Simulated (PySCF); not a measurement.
## Diatomics of N with group 14

CCSD(T) with double-zeta basis sets in PySCF, for the lowest determinant that a PBE0 search found; no spin–orbit coupling. De refers to high-spin ground-configuration atoms.

```json
{"M": "C", "basis": "def2-SVP", "reference, frozen orbitals": "ROHF, 2", "state (unpaired electrons)": "doublet (σ ↑)", "Re (Å)": "1.186", "ωe (cm⁻¹)": "2089", "De (eV)": "7.28"}
{"M": "Si", "basis": "def2-SVP", "reference, frozen orbitals": "ROHF, 6", "state (unpaired electrons)": "doublet (σ ↑)", "Re (Å)": "1.598", "ωe (cm⁻¹)": "1126", "De (eV)": "3.85"}
{"M": "Sn", "basis": "def2-SVPD", "reference, frozen orbitals": "ROHF, 5", "state (unpaired electrons)": "doublet (π ↑)", "Re (Å)": "2.012", "ωe (cm⁻¹)": "632", "De (eV)": "2.17"}
{"M": "Pb", "basis": "cc-pVDZ-PP/cc-pVDZ", "reference, frozen orbitals": "ROHF, 5", "state (unpaired electrons)": "doublet (π ↑)", "Re (Å)": "2.124", "ωe (cm⁻¹)": "533", "De (eV)": "1.40"}
```

The shortest bond is that of CN (1.186 Å), the longest that of PbN (2.124 Å). CN is bound most strongly (7.28 eV) and PbN least (1.40 eV).

The rows differ in basis set, which adds steps of its own.

The state changes along the series, so neighbouring rows are not always alike in their bonding.

Correlated steps freeze the inner cores (2 to 6 orbitals); shallow outer-core shells are correlated. Correlated levels converge slowly with the basis: in double zeta they bind strong bonds too weakly, by up to about 1 eV, and carry superposition errors of some tenths. These are scalar-relativistic numbers at best; spin–orbit coupling would shift them, the dissociation energy most. The CCSD T1 diagnostic is raised in CN, PbN, SiN, a sign that a single reference may not be enough there. States were picked by a PBE0 search and need not be the measured ground states.
